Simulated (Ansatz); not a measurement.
Consider the homolysis of the C–Ge bond: `[CH3][GeH2][I]` → `[CH3]`• + `[GeH2][I]`•.

Calculated with Ansatz (gas phase, PBE0-D4/def2-TZVP geometries, no zero-point term in ΔE). CBS: MP2 limit from def2 TZ/QZ plus the TZ coupled-cluster correction, frozen cores. This one scheme is used for every species. DFT in def2-TZVPP. Open shells (•) are unrestricted, without spin–orbit coupling. Elements past krypton have def2 core potentials. For Ge, I outer-core shells are correlated without core-valence functions, which leaves a few kJ/mol of doubt a bond. Scalar relativity is left out up to krypton.

```json
{"species": "`[CH3][GeH2][I]`", "r2SCANh-D4 energy (Eh)": "-2415.94848"}
{"species": "`[CH3]`•", "r2SCANh-D4 energy (Eh)": "-39.82828"}
{"species": "`[GeH2][I]`•", "r2SCANh-D4 energy (Eh)": "-2375.99857"}
```

(1) Work out ΔE.

Largest T1 diagnostic among the species: 0.012.

## Answers

(1) ΔE = (-39.82828) + (-2375.99857) − (-2415.94848) = 0.12163 Eh = +319.3 kJ/mol. CCSD(T)/CBS gives +356.2 kJ/mol.

In def2-TZVPP, CCSD(T) changes the Hartree–Fock value by +108.9 kJ/mol (the triples alone add +8.5 kJ/mol) and MP2 by +125.1 kJ/mol; breaking electron pairs costs correlation energy, which Hartree–Fock lacks. The D4 term adds +10.8 kJ/mol with B3LYP and +5.9 kJ/mol with PBE0; it sums over pairs of atoms, weighted by their polarisabilities, and B3LYP, whose exchange is more repulsive, gets the larger term. At CCSD(T), def2-SVP lies −25.7 kJ/mol from the extrapolated value and def2-TZVPP −9.3 kJ/mol: correlation converges slowly with the basis, and small sets miss more of it in the bonded molecule than in its fragments.

B3LYP here is the variant with VWN-RPA as its local correlation; programs differ in this.
